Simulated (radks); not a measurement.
Results of a calculation; reference values are marked as such.
All-electron atom: Cl8+ in [He] 2s2 2p5 (the NIST ground configuration). Level of theory: scalar-relativistic Kohn-Sham, r2SCAN, spin-polarised, spherical densities, finite nucleus; open shells are filled with parallel spins first; meta-GGA in the generalised Kohn-Sham scheme; Fermi nuclear charge, rms radius 3.3654 fm (a radial shooting solver on a logarithmic mesh with Libxc functionals).

Normalised radial functions P(r) = r R(r), r in bohr:

r         1s down    2s up
0.003309   0.4377   0.1276
0.004173   0.5430   0.1583
0.005221   0.6662   0.1941
0.006531   0.8137   0.2370
0.008237   0.9951   0.2895
0.01031    1.2000   0.3486
0.013      1.4433   0.4183
0.01626    1.7056   0.4925
0.0205     1.9983   0.5735
0.02565    2.2878   0.6503
0.03209    2.5632   0.7172
0.04047    2.8026   0.7624
0.05063    2.9518   0.7656
0.06386    2.9795   0.7049
0.07989    2.8502   0.5626
0.09995    2.5543   0.3218
0.126      2.0930  -0.0349
0.1577     1.5580  -0.4619
0.1989     1.0057  -0.9315
0.2488     0.5644  -1.3253
0.3113     0.2625  -1.5657
0.3925     0.0925  -1.5804
0.4911     0.0251  -1.3630
0.6193     0.0044  -0.9778
0.7748     0.0005  -0.5803
0.9771     0.0000  -0.2627
1.222      0.0000  -0.0907
1.529      0.0000  -0.0219
1.929      0.0000  -0.0031
2.413      0.0000  -0.0003
3.043      0.0000  0.0000
3.807      0.0000  0.0000

1s down: eigenvalue -2973.8 eV, 0 radial nodes, <r> = 0.0908 bohr, 90 % of the charge inside 0.162 bohr. 2s up: eigenvalue -442.50 eV, 1 radial node at r = 0.124 bohr, <r> = 0.427 bohr, 90 % of the charge inside 0.663 bohr.
